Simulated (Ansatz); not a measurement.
```yaml
crystal:
  periodic: [false, false, false]
  atoms:
    - {symbol: F, position_ang: [-1.868370, 1.592828, 1.365644]}
    - {symbol: C, position_ang: [-1.121195, 0.908646, 1.014141]}
    - {symbol: F, position_ang: [-0.981305, 0.043009, 2.379450]}
    - {symbol: C, position_ang: [-0.372828, 0.571376, 0.248695]}
    - {symbol: F, position_ang: [-0.869076, 1.160730, -1.025470]}
    - {symbol: C, position_ang: [0.833737, -0.414979, -0.079707]}
    - {symbol: F, position_ang: [1.317930, -0.273223, 1.000031]}
    - {symbol: C, position_ang: [0.859148, -0.924168, -1.199036]}
    - {symbol: F, position_ang: [0.401617, -0.803559, -2.185827]}
    - {symbol: F, position_ang: [2.055818, -1.552863, -1.399170]}
basis:
  gaussian: {orbitals: "6-31G*"}
magnetization: {spin_polarized: true, initial_magnetization: 2}
hamiltonian: {xc: {name: B3LYP}, dispersion: d4, pseudopotentials: {relativity: none}}
scf: {lower_state_search: light}
relax: {f_tol: 0.0001, max_steps: 3}
```

```sh
$ ansatz run in.yaml --threads 2 --pin off --events-out ev --progress --plain --max-ram 32768MiB --backend cpu
```

Question: How does Ansatz answer? (Best estimate.)

Answer: The calculation gave: No converged result was reached.
```
Functional definition: B3LYP
1461 factors; integrals over basis functions are off by at most 2.8e-4 eV
mean field evaluation 1: about -20422.9395 eV, gradient 4.3e1 eV
mean field evaluation 2: about -20353.4707 eV, gradient 1.3e2 eV
mean field evaluation 4: about -20429.0837 eV, gradient 2.1e1 eV
mean field evaluation 8: about -20430.7619 eV, gradient 6.5e-1 eV
mean field evaluation 16: about -20430.8374 eV, gradient 5.2e-3 eV
mean field -20430.83737878 eV, -750.8194251511 hartree, gradient 6.4e-5 eV, S^2 2.005488; 2 other end points of the search recorded, 0 dependent functions left out
reference -20430.83752828 eV, -750.8194306451 hartree; 40, 38 occupied and 110, 112 virtual orbitals, 1461 factors
relax step   1: F+E_penalty+E_count = -20431.21596599 eV  Δ(F+E_penalty+E_count) = +0.000e0 eV  max|allowed force component| = 1.802e1 eV/Å  Δτ_max = 0.0000 Å  (51 SCF iters, accepted)
1461 factors; integrals over basis functions are off by at most 5.2e-4 eV
mean field -20438.57753226 eV, -751.1038705450 hartree, gradient 4.8e-5 eV, S^2 2.010868; 0 other end points of the search recorded, 0 dependent functions left out
reference -20438.57768368 eV, -751.1038761098 hartree; 40, 38 occupied and 110, 112 virtual orbitals, 1461 factors
relax step   2: F+E_penalty+E_count = -20438.94474846 eV  Δ(F+E_penalty+E_count) = -7.729e0 eV  max|allowed force component| = 7.516e0 eV/Å  Δτ_max = 0.1981 Å  (45 SCF iters, accepted)
1461 factors; integrals over basis functions are off by at most 6.1e-4 eV
mean field -20441.13215004 eV, -751.1977510169 hartree, gradient 2.1e-5 eV, S^2 2.016939; 0 other end points of the search recorded, 0 dependent functions left out
reference -20441.13230271 eV, -751.1977566275 hartree; 40, 38 occupied and 110, 112 virtual orbitals, 1461 factors
relax step   3: F+E_penalty+E_count = -20441.49547193 eV  Δ(F+E_penalty+E_count) = -2.551e0 eV  max|allowed force component| = 6.097e0 eV/Å  Δτ_max = 0.1990 Å  (43 SCF iters, accepted)
Error: geometry relaxation did not converge after 3 steps: max|allowed force component| = 6.10e0 eV/Å (threshold 1.0e-4). Raise `relax.max_steps` over both its present limit and 3, loosen `relax.f_tol`, or start from a geometry closer to equilibrium. Where this run's directory can be resumed (`checkpoint.write`), a resume goes on for up to `relax.max_steps` more
```

B3LYP here is the variant with VWN-RPA as its local correlation; programs differ in this.
